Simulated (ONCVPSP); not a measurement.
# S, ONCV: configuration errors across variants

ONCVPSP 4.0.1 input, shortened (lines: element, Z, core and valence counts, functional; n l f; lmax; l rc ep ncon nbas qcut; lloc lpopt rc5 dvloc0; l nproj debl; icmod fcfact rcfact), PBE, scalar-relativistic:

```
  S 16.00    1    4        4      upf
    1    0    2.00
    2    0    2.00
    2    1    6.00
    3    0    2.00
    3    1    3.00
    2
    0    0.90    0.00    3    7   13.70
    1    0.70    0.00    3    8   19.50
    2    0.85    0.44    4    7   10.70
    4    5    0.50   -1.00
    0    2    1.20
    1    3    1.30
    2    2    3.60
    3    5.50    1.60
```

All-electron excitation energies from the reference (eV): (1) 2s2 2p6 3s2 3p4 -11.769; (2) 2s2 2p6 3s2 3p2 22.284; (3) 2s2 2p6 3s2 3p1 56.325; (4) 2s2 2p6 3s2 3p3.5 -7.109.

Errors AE − PS in meV (a dash: test not solved or not reliable):

| change | (1) | (2) | (3) | (4) | bound ghosts | GHOST(+) flags above zero |
| --- | --- | --- | --- | --- | --- | --- |
| base | +0.1 | +1.0 | +5.7 | 0.0 | none | none |
| core correction Teter function, fcfact 5.5, rcfact 1.04 | +0.1 | +1.0 | +5.7 | 0.0 | none | none |
| core correction Teter function, fcfact 5.5, rcfact 1.4 | +0.1 | +1.0 | +5.8 | 0.0 | none | none |
| core correction Teter function, fcfact 5.5, rcfact 1.54 | +0.1 | +1.0 | +5.7 | 0.0 | none | none |
| core correction Teter function, fcfact 5.5, rcfact 1.78 | +0.1 | +1.0 | +5.6 | 0.0 | none | none |
| core correction Teter function, fcfact 5.5, rcfact 1.94 | +0.1 | +1.0 | +5.5 | 0.0 | none | none |

**Question.** Give the same row for: core correction Teter function, fcfact 5.5, rcfact 1.16.

**Answer.** +0.1, +1.0, +5.8, 0.0; bound ghosts: none; GHOST(+) flags above zero: none.
